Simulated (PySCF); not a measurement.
Trimethylborane, C3H9B.
Numbering: `[CH3:1][B:2]([CH3:3])[CH3:4]` (hydrogens: H5, H6, H7 on C1; H8, H9, H10 on C3; H11, H12, H13 on C4)

Level of theory: PySCF, PBE0-D3(BJ)/def2-TZVP geometry optimisation, gas phase.

(1) What internal coordinates does the optimisation give?

## Answers

(1) 
```
                  bond  length (pm)   order
   C1–B2, B2–C3, B2–C4        156.8  single
C1–H5 and 7 like bonds        109.5  single
                 C3–H8        110.1  single
```

Bonds in one row agree within 1 pm and their mean is given. Orders are formal, as drawn. A selection of angles:
```
   angle  degrees
B2–C1–H5    108.0
B2–C1–H6    115.4
B2–C1–H7    111.4
H5–C1–H6    107.7
H5–C1–H7    104.8
H6–C1–H7    108.9
C1–B2–C3    121.0
C1–B2–C4    119.4
B2–C3–H8    105.9
B2–C3–H9    114.4
```

The 4 heavy atoms lie in one plane (0.005 Å rms). B2 (three-coordinate boron) is planar (angles 121.0°, 119.5° and 119.4°, sum 360.0°, 0.01 Å off the plane of its three neighbours). All 3 B–C bonds measure 1.567 to 1.569 Å.

Point group: near Cs, missed by 0.38 Å at most; the miss may be what the optimiser left on a soft mode. Whether it is a minimum is left open (no frequencies).
